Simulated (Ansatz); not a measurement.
C2H5BFN, SMILES `C=NB(C)F`, 10 atoms. Total charge 0; spin multiplicity 1. All runs use 2 threads of an AMD EPYC 7B13 on a shared host. Correlated methods freeze the cores.

Task: Give the basis size and wall time and peak host memory of each of these runs in Ansatz. RHF-MP2/def2-QZVPP energy; RKS HSE06 (plane-wave form)-D4/def2-TZVPP energy; RKS PBE0-D4/def2-TZVP frequencies; RKS ωB97M-V/def2-TZVPP energy and forces; RKS SPW92 (LDA)/def2-TZVPP energy; direct RPA on PBE orbitals/def2-TZVPP energy; RKS BHLYP-D4/def2-TZVPP energy; RKS PBE0-D4/def2-QZVPP energy; RKS PBE0-D4/def2-TZVP relaxation (20 steps); RKS PBE0-D4/def2-SVP energy; RKS ωB97M-V/def2-QZVPP energy; RHF-CCSD(T)/def2-SVP energy. (Estimate.)

Result: Computed: Other jobs shared the machine, so times are rough.

```
                                    level                    job  functions  wall time  peak host memory (GiB)
                     RKS PBE0-D4/def2-SVP                 energy         95        1 s                    0.19
               RKS SPW92 (LDA)/def2-TZVPP                 energy        225      1.4 s                    0.25
RKS HSE06 (plane-wave form)-D4/def2-TZVPP                 energy        225      2.9 s                    0.45
                  RKS BHLYP-D4/def2-TZVPP                 energy        225        3 s                    0.45
    direct RPA on PBE orbitals/def2-TZVPP                 energy        225      4.9 s                    0.48
                     RHF-CCSD(T)/def2-SVP                 energy         95      5.5 s                    0.42
                   RKS PBE0-D4/def2-QZVPP                 energy        435        8 s                     1.1
                   RKS ωB97M-V/def2-TZVPP      energy and forces        225       10 s                    0.64
                   RKS ωB97M-V/def2-QZVPP                 energy        435       17 s                     1.3
                       RHF-MP2/def2-QZVPP                 energy        435       22 s                     2.2
                    RKS PBE0-D4/def2-TZVP  relaxation (20 steps)        185       67 s                    0.42
                    RKS PBE0-D4/def2-TZVP            frequencies        185    2.3 min                    0.43
```
